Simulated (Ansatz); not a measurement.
```yaml
crystal:
  periodic: [false, false, false]
  atoms:
    - {symbol: C, position_ang: [-0.335733, -0.609107, -1.232944]}
    - {symbol: N, position_ang: [0.488871, 0.216169, -0.373072]}
    - {symbol: Si, position_ang: [0.275105, 0.491970, 1.284984]}
    - {symbol: F, position_ang: [0.494095, -0.794887, 2.206756]}
    - {symbol: F, position_ang: [1.204136, 1.540697, 1.723174]}
    - {symbol: Cl, position_ang: [-1.611401, 1.010327, 1.727632]}
    - {symbol: H, position_ang: [0.122912, -1.562058, -1.568808]}
    - {symbol: H, position_ang: [-1.289523, -0.753339, -0.709002]}
    - {symbol: H, position_ang: [-0.650582, -0.046177, -2.131909]}
    - {symbol: Xx, position_ang: [1.263960, 0.613821, -0.793136]}
basis:
  gaussian: {orbitals: aug-cc-pVTZ}
magnetization: {spin_polarized: true, initial_magnetization: 2}
hamiltonian: {xc: {name: wB97}}
output: {forces: true}
```

```sh
$ ansatz run in.yaml --threads 4 --pin off --events-out ev --progress --plain --max-ram 10444MiB
```

Q: How does Ansatz answer? (An estimate is asked.)

A: The calculation gave: The program refused the input.
```
Error: YAML parse error: error: line 13 column 16: `Xx` is not an element symbol (H … Og, case-exact)
11 |     - {symbol: H, position_ang: [-1.289523, -0.753339, -0.709002]}
12 |     - {symbol: H, position_ang: [-0.650582, -0.046177, -2.131909]}
13 |     - {symbol: Xx, position_ang: [1.263960, 0.613821, -0.793136]}
14 | basis:
15 |   gaussian: {orbitals: aug-cc-pVTZ}
```
